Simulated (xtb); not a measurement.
C4H9KO, charge +1, doublet, at a GFN2-xTB geometry (such geometries of metal compounds can be far from the true shape) (a state made from the parent by changing its charge; the spin is typed, not shown lowest); xtb with GFN-FF.

Input for xtb:
```
$ xtb mol.xyz --gfnff --chrg 1 --uhf 1 --json

# file mol.xyz
15

K      1.17865806     1.52044927     1.52233295
O     -0.07021041     0.34670475     0.18173222
C     -0.44982916    -0.63310286    -0.61390364
C      0.58467577    -1.73806561    -0.79749522
C     -1.80765986    -1.23536986    -0.08292799
C     -0.86626122    -0.03344013    -2.01224332
H      0.21879920    -2.51530211    -1.46022741
H      0.82498563    -2.18539989     0.16721414
H      1.50078357    -1.32257558    -1.21777545
H     -1.59699646    -1.68279658     0.88533723
H     -2.16598743    -1.98523185    -0.77797481
H     -2.54376880    -0.44700386     0.03496130
H      0.03104959     0.39580950    -2.45120272
H     -1.61081285     0.74414666    -1.87705145
H     -1.25642553    -0.82394965    -2.64204347
```

The log (banner, timings and long lists left out):

```
   ID    Z sym.   atoms
    1   19 K      1
    2    8 O      2
    3    6 C      3-6
    4    1 H      7-15

           -------------------------------------------------
          |                Calculation Setup                |
           -------------------------------------------------

molecular fragmentation (1/2 indicates fragments):
111112111111222
# atoms in fragment 1/2:    11     4
 fragment masses (1/2) :       97.18       15.03
CMA distance (Bohr)    :   5.180
constraining FC (au)   :  0.0500

          ==================== Thresholds ====================
          CN  :   150.00000
          rep :   500.00000
          disp:  2500.00000
          HB1 :   250.00000
          HB2 :   450.00000

          Pauling EN used:
          Z : 1  EN :  2.20
          Z : 6  EN :  2.55
          Z : 8  EN :  3.44
          Z :19  EN :  0.82
          electric field strengths (au): 0.000

           -------------------------------------------------
          |           Force Field Initialization            |
           -------------------------------------------------

          distances ...
          ----------------------------------------
          generating topology and atomic info file ...
          pair mat ...
          computing topology distances matrix with Floyd-Warshall algo ...
          making topology EEQ charges ...
          #fragments for EEQ constrain: 1
          ----------------------------------------
          generating topology and atomic info file ...
          pair mat ...
          computing topology distances matrix with Floyd-Warshall algo ...
          making topology EEQ charges ...
          #fragments for EEQ constrain: 1
          rings ...
          # BATM   132
          # H in HB   9

  atom   neighbors  erfCN metchar sp-hybrid imet pi  qest     coordinates
    1  K       1    1.36   0.57         0    1    0   0.402    2.227341    2.873233    2.876792
    2  O       2    1.93   0.00         3    0    0  -0.304   -0.132678    0.655177    0.343424
    3  C       4    3.69   0.00         3    0    0   0.104   -0.850054   -1.196391   -1.160110
    4  C       4    3.50   0.00         3    0    0  -0.083    1.104877   -3.284468   -1.507048
    5  C       4    3.49   0.00         3    0    0  -0.083   -3.415982   -2.334511   -0.156711
    6  C       4    3.49   0.00         3    0    0  -0.083   -1.636996   -0.063193   -3.802589
[...]
           -------------------------------------------------
          |                   G F N - F F                   |
          |          A general generic force-field          |
          |                  Version 1.0.3                  |
           -------------------------------------------------
          Number of HB bonds (bound hydrogen)     0
          Number of HB bonds (unbound hydrogen)   0
          Number of XB bonds                      0

         :::::::::::::::::::::::::::::::::::::::::::::::::::::
         ::                     SUMMARY                     ::
         :::::::::::::::::::::::::::::::::::::::::::::::::::::
         :: total energy              -0.832478087834 Eh    ::
         :: gradient norm              0.095216229812 Eh/a0 ::
         ::.................................................::
         :: bond energy               -2.110908699695 Eh    ::
         :: angle energy               0.002460901487 Eh    ::
         :: torsion energy             0.000229568898 Eh    ::
         :: repulsion energy           0.116923050486 Eh    ::
         :: electrostat energy         1.166825584885 Eh    ::
         :: dispersion energy         -0.007330436968 Eh    ::
         :: HB energy                  0.000000000000 Eh    ::
         :: XB energy                  0.000000000000 Eh    ::
         :: bonded atm energy         -0.000678056926 Eh    ::
         :: external energy            0.000000000000 Eh    ::
         :: add. restraining           0.000000000000 Eh    ::
         :: total charge               1.000000000000 e     ::
         :::::::::::::::::::::::::::::::::::::::::::::::::::::

           -------------------------------------------------
          |                Property Printout                |
           -------------------------------------------------

molecular dipole:
                 x           y           z       tot (Debye)
 q only:       -0.021      -0.435      -0.281       1.319

           -------------------------------------------------
          | TOTAL ENERGY               -0.832478087834 Eh   |
          | GRADIENT NORM               0.095216229812 Eh/α |
           -------------------------------------------------
########################################################################
[WARNING] Runtime exception occurred
-1- gfnff_setup: Could not read topology file.
########################################################################

normal termination of xtb
```
